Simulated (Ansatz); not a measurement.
Cost and result for the atomization energy of H$_{7}$N$_{2}$PSn (`N[P](N)[SnH3]`) (11 atoms, 10 bonds).

```xyz
11

N    -0.193   -0.031    1.779
P    -0.698   -0.794    0.341
N     0.590   -1.646   -0.383
Sn   -0.585    1.229   -1.131
H     0.661    0.507    1.818
H    -0.345   -0.553    2.629
H     0.660   -2.622   -0.141
H     1.500   -1.224   -0.499
H    -1.684    2.429   -0.614
H    -0.912    0.826   -2.757
H     1.006    1.879   -1.043
```

Total charge 0; spin multiplicity 1. Correlated methods include outer-core shells of Sn, which these sets cover unevenly. Sn: def2 effective core potential. The geometry is a stationary point of PBE0-D4/def2-TZVP. It is a higher conformer; a search finds a lower one. Program: Ansatz. All runs use 4 threads of a server CPU on a shared host. Times are those of one run each, without the atoms' runs, and a repeat can differ threefold. Electronic energies, without spin–orbit coupling; frozen cores. CCSD(T)/CBS adds CCSD(T) − MP2 in def2-TZVPP to the MP2 limit, and its time is that of the two runs behind it. T1 = 0.013. With those shells the extrapolation isn't a true limit. B3LYP takes the VWN-RPA correlation (the form of Gaussian; ORCA's B3LYP/G). HSE06 is the plane-wave form, built on full-range PBE exchange.

CCSD(T)/CBS is a level of theory with its own doubt, some kJ/mol a heavy atom from the limit and from the frozen cores, so smaller differences don't rank the functionals.

| level | functions | wall time |
| --- | --- | --- |
| LDA (SPW92)/def2-TZVPP | 252 | 1.6 s |
| BLYP-D4/def2-TZVPP | 252 | 1.8 s |
| HSE06-D4/def2-TZVPP | 252 | 2.8 s |
| CAM-B3LYP-D4/def2-TZVPP | 252 | 3 s |
| B3LYP-D4/def2-TZVPP (with forces) | 252 | 4 s |
| r2SCAN-D4/def2-TZVPP (with forces) | 252 | 4.1 s |
| CCSD(T)/def2-SVP | 107 | 5.5 s |
| ωB97X-V/def2-TZVPP | 252 | 7 s |
| B97M-V/def2-TZVPP | 252 | 7.5 s |
| ωB97M-V/def2-TZVPP (with forces) | 252 | 10 s |
| MP2/def2-QZVPP | 476 | 17 s |
| CCSD(T)/def2-TZVPP | 252 | 2.9 min |
| CCSD(T)/CBS(def2) | – | 3.2 min |

Problem. What atomization energy does each give, and how far from CCSD(T)/CBS? (An estimate is asked.)

Solution. The calculation gave: 
```tsv
level	atomization (kJ/mol)	difference from CCSD(T)/CBS	per bond
LDA (SPW92)/def2-TZVPP	3685.4	508.3	50.8
BLYP-D4/def2-TZVPP	3196.2	19.1	1.9
HSE06-D4/def2-TZVPP	3150.1	-27.0	-2.7
CAM-B3LYP-D4/def2-TZVPP	3202.5	25.4	2.5
B3LYP-D4/def2-TZVPP (with forces)	3192.2	15.1	1.5
r2SCAN-D4/def2-TZVPP (with forces)	3140.1	-37.0	-3.7
CCSD(T)/def2-SVP	2830.9	-346.2	-34.6
ωB97X-V/def2-TZVPP	3216.5	39.4	3.9
B97M-V/def2-TZVPP	3204.0	26.9	2.7
ωB97M-V/def2-TZVPP (with forces)	3198.0	20.9	2.1
MP2/def2-QZVPP	3106.5	-70.6	-7.1
CCSD(T)/def2-TZVPP	3053.9	-123.2	-12.3
CCSD(T)/CBS(def2)	3177.1	0.0	0.0
```

From r2SCAN to r2SCAN0 (25 % exact exchange), in def2-TZVPP and without D4, the atomization energy moves by −56.2 kJ/mol: exact exchange takes away binding that semilocal exchange gives to molecules. In def2-TZVPP, CCSD(T) changes the Hartree–Fock value by +1030.8 kJ/mol (the triples alone add +55.0 kJ/mol) and MP2 by +1009.7 kJ/mol; breaking electron pairs costs correlation energy, which Hartree–Fock lacks. The D4 term adds +42.0 kJ/mol with B3LYP and +22.0 kJ/mol with PBE0; it sums over pairs of atoms, weighted by their polarisabilities, and B3LYP, whose exchange is more repulsive, gets the larger term.

Spin–orbit coupling would lower the free Sn atoms strongly, and the atomization energy with them, by more than many differences here. For some Ge, Se and Sn compounds the MP2-based and the directly extrapolated limit differ by 10 to 25 kJ/mol.
